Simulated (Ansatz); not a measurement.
Ideal-gas functions of `O=C1[SiH2]SS1` at 500 K and 1 bar, from an Ansatz frequency run at PBE0-D4/def2-TZVP.

Molar mass 122.25 g/mol, point group Cs (symmetry number 1), electronic degeneracy 1, moments of inertia 133.486, 194.473, 321.995 u Å². Harmonic wavenumbers (cm⁻¹, unscaled): 55, 319, 324, 352, 483, 505, 536, 566, 638, 732, 843, 944, 1828, 2233, 2248.

Use S(trans) = R[1.5 ln M + 2.5 ln T − 1.1517]; rotational temperatures θ = 24.2544 K / I; S(rot) = R[ln(√π/σ · √(T³/θAθBθC)) + 1.5]; for each mode x = 1.438777 ν̃/T, S = R[x/(eˣ − 1) − ln(1 − e⁻ˣ)] and H = RT x/(eˣ − 1); 1 cm⁻¹ = 0.0119627 kJ/mol; R = 8.31446 J/(mol·K).

Task: By hand: the entropy, in J/(mol·K).

Result: Translation 179.5. Rotation: θ = 0.1817, 0.1247, 0.0753 K, giving 121.2. Vibration, mode by mode: 23.65, 9.31, 9.19, 8.55, 6.22, 5.90, 5.49, 5.12, 4.34, 3.50, 2.73, 2.17, 0.27, 0.10, 0.10, in all 86.6. Electronic 0.0. Sum 387.3 J/(mol·K).

Task: By hand: H − E and G − E in kJ/mol, counted from the electronic energy.

Result: Zero-point energy ½ × 12606 × 0.0119627 = 75.4; thermal vibration 23.1; translation, rotation and pV give 4 RT = 16.6. H − E = 115.1 kJ/mol, and G − E = 115.1 − 500 × 387.3/1000 = -78.5 kJ/mol.

Vibration gives 22 % of the entropy, 23.7 J/(mol·K) of it from the mode under 150 cm⁻¹: soft modes count most, and the harmonic formula is weakest for them.
